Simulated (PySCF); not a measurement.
Hf(F)4, SMILES [F][Hf]([F])([F])[F] (PBE0/def2-SVP optimised geometry):

```
5

Hf    -0.635    -0.898     0.000
F      1.269    -0.898     0.000
F     -1.275    -1.797    -1.552
F     -1.269     0.898     0.000
F     -1.265    -1.792     1.558
```

Level of theory: PySCF with PBE0/def2-TZVP, def2 effective core potentials past Kr.

Problem. What are the frontier orbital energies and the dipole moment?

Solution. HOMO-2 -12.17 eV, HOMO-1 -12.17 eV, HOMO -12.17 eV, LUMO -0.93 eV, LUMO+1 -0.66 eV; dipole moment 0.01 D.
